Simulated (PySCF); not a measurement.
Positional isomers: butadiene fluoro. Isolated molecules, 0 K electronic values unless said otherwise. One relaxed conformer stands for each flexible species; it need not be the lowest. Strings in code marks are SMILES.

The vertical ionisation energy (Delta-SCF) from two functionals at the same geometries (TPSSh-D3(BJ)/def2-TZVP), both in PySCF: PBE-D3(BJ)/def2-TZVP and TPSSh-D3(BJ)/def2-TZVP. Delta-SCF ions had no search for a lower state. 

```
species                               PBE-D3(BJ)/def2-TZVP (eV)  TPSSh-D3(BJ)/def2-TZVP (eV)
------------------------------------  -------------------------  ---------------------------
`C(C(F)=C)=C` (C–C–C–F torsion 0°)                         9.03                         8.94
`C(/F)=C\C=C` (C–C–C–C torsion 180°)                       8.77                         8.70
`C=C/C=C\F` (C–C–C–C torsion 180°)                         8.79                         8.72
```

Over these rows, drawn at random from the members with no instability flagged (it was tested for open shells, ions and some series alone), PBE minus TPSSh-D3(BJ): mean +0.07 eV, from +0.07 eV to +0.09 eV.
